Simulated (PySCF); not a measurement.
# Mn(2+): ionisation energy

Mn(2+) [Ar] 3d5 (6S) → Mn(3+) [Ar] 3d4 (5D), as a difference of total energies. All numbers are calculated (PySCF 2.14, the non-relativistic Hamiltonian (point nucleus), in cc-pVTZ). Correlated levels: valence: [Ar] frozen. The calculations carry no spin-orbit coupling.

```csv
method,ionisation energy (eV)
UHF,32.589
MN15,34.004
LDA,34.654
MP2 (valence),33.418
SCS-MP2 (valence),32.865
```

**Question.** How much does correlation contribute at MP2 (valence)?

**Answer.** 33.418 − (32.589) = 0.829 eV, measured against UHF.

These non-relativistic numbers lack the scalar-relativistic shift.

The reference lies between the lowest fine-structure levels, while these numbers refer to the centres of the terms.

Errors of the correlated levels include the incompleteness of this basis and the frozen core.

For comparison: 33.668 ± 0.012 eV (measured; NIST Atomic Spectra Database, ionization energies).
